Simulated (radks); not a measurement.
Spherical quantum dot in the effective-mass picture: electrons in a hard-walled sphere of radius 8.69, all in effective atomic units (hartree* = m*/eps^2 hartree, bohr* = eps/m* bohr), one dielectric constant everywhere. Calculated with a radial shooting solver with Libxc functionals: non-relativistic Kohn-Sham, LDA (Slater exchange, Perdew-Wang correlation), spin-polarised, spherical densities. Levels are named by radial order and angular momentum (1s, 1p, 1d, 2s, ...), and open shells are averaged over m. Each electron was tried in the lowest free levels, single moves between levels near the top were tried too, and the lowest total energy was kept; such a search can miss a lower state. At N = 1 the Hartree and exchange-correlation terms need not cancel, so that row can carry a self-interaction error.

\begin{tabular}{lrrrrr}
N & open shells & 2S & E (hartree*) & addition energy mu(N+1) - mu(N) (hartree*) & e(HOMO) (hartree*) \\ \hline
1 & 1s(up 1, down 0) & 1 & 0.0657088 & 0.1634 & 0.13450 \\
2 & none & 0 & 0.294857 & 0.1889 & 0.29863 \\
3 & 1p(up 1, down 0) & 1 & 0.712951 & 0.1358 & 0.48543 \\
4 & 1p(up 2, down 0) & 2 & 1.26689 & 0.1379 & 0.62273 \\
5 & 1p(up 3, down 0) & 3 & 1.95870 & 0.1657 & 0.76094 \\
6 & 1p(up 3, down 1) & 2 & 2.81618 & 0.1333 & 0.92381 \\
7 & 1p(up 3, down 2) & 1 & 3.80700 & 0.1347 & 1.0580 \\
8 & none & 0 & 4.93249 & 0.1945 & 1.1930 \\
9 & 1d(up 1, down 0) & 1 & 6.25246 & 0.1326 & 1.3862 \\
10 & 1d(up 2, down 0) & 2 & 7.70507 & 0.1329 & 1.5190 \\
11 & 1d(up 3, down 0) & 3 & 9.29062 & 0.1331 & 1.6521 \\
12 & 1d(up 4, down 0) & 4 & 11.0092 & 0.1331 & 1.7851 \\
13 & 1d(up 5, down 0) & 5 & 12.8609 & 0.1615 & 1.9182 \\
14 & 1d(up 5, down 1) & 4 & 14.8740 & 0.1307 & 2.0784 \\
15 & 1d(up 5, down 2) & 3 & 17.0179 & 0.1310 & 2.2093 \\
16 & 1d(up 5, down 3) & 2 & 19.2928 & 0.1312 & 2.3405 \\
17 & 1d(up 5, down 4) & 1 & 21.6989 & 0.1313 & 2.4717 \\
18 & none & 0 & 24.2363 & 0.2046 & 2.6031 \\
19 & 1f(up 1, down 0) & 1 & 26.9783 & 0.1301 & 2.8071 \\
20 & 1f(up 2, down 0) & 2 & 29.8504 & 0.1302 & 2.9372 \\
21 & 1f(up 3, down 0) & 3 & 32.8527 & 0.1302 & 3.0674 \\
22 & 1f(up 4, down 0) & 4 & 35.9852 & - & 3.1976 \\
\end{tabular}

All shells are closed at N = 2, 8, 18 (there: 1s2 1p6 1d10); the second difference of the energy has clear peaks (12 % above both neighbours; the first and last values, which can be the largest, are not judged, and half-filled shells can peak too) at N = 2, 5, 8, 13, 18.
